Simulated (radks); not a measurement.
Results of a calculation; reference values are marked as such.
The nuclear charge of the silicon ion Si2+ is varied continuously with 12 electrons held in [Ne] 3s2. Code: a radial shooting solver on a logarithmic mesh with Libxc functionals. Model: non-relativistic Kohn-Sham, PBE, spin-polarised, spherical densities, point nucleus. By the Hellmann-Feynman theorem dE/dZ = E(electron-nucleus)/Z, the electronic potential at the nucleus.

[
 {"Z": "13", "E (hartree)": "-242.01288", "E(electron-nucleus)/Z (hartree)": "-44.1906", "HOMO": "3s", "e(HOMO) (eV)": "-14.785", "<r> HOMO (bohr)": "2.381"},
 {"Z": "13.25", "E (hartree)": "-253.19353", "E(electron-nucleus)/Z (hartree)": "-45.2545", "HOMO": "3s", "e(HOMO) (eV)": "-17.885", "<r> HOMO (bohr)": "2.255"},
 {"Z": "13.5", "E (hartree)": "-264.64004", "E(electron-nucleus)/Z (hartree)": "-46.3174", "HOMO": "3s", "e(HOMO) (eV)": "-21.203", "<r> HOMO (bohr)": "2.143"},
 {"Z": "13.75", "E (hartree)": "-276.35216", "E(electron-nucleus)/Z (hartree)": "-47.3795", "HOMO": "3s", "e(HOMO) (eV)": "-24.735", "<r> HOMO (bohr)": "2.044"},
 {"Z": "14", "E (hartree)": "-288.32973", "E(electron-nucleus)/Z (hartree)": "-48.4409", "HOMO": "3s", "e(HOMO) (eV)": "-28.478", "<r> HOMO (bohr)": "1.956"},
 {"Z": "14.25", "E (hartree)": "-300.57259", "E(electron-nucleus)/Z (hartree)": "-49.5018", "HOMO": "3s", "e(HOMO) (eV)": "-32.428", "<r> HOMO (bohr)": "1.875"},
 {"Z": "14.5", "E (hartree)": "-313.08059", "E(electron-nucleus)/Z (hartree)": "-50.5622", "HOMO": "3s", "e(HOMO) (eV)": "-36.583", "<r> HOMO (bohr)": "1.802"},
 {"Z": "14.75", "E (hartree)": "-325.85364", "E(electron-nucleus)/Z (hartree)": "-51.6221", "HOMO": "3s", "e(HOMO) (eV)": "-40.943", "<r> HOMO (bohr)": "1.736"},
 {"Z": "15", "E (hartree)": "-338.89162", "E(electron-nucleus)/Z (hartree)": "-52.6817", "HOMO": "3s", "e(HOMO) (eV)": "-45.504", "<r> HOMO (bohr)": "1.674"}
]

The central difference of E at Z = 14 is -48.441 hartree, to compare with the third column; the second derivative is -4.24 hartree.
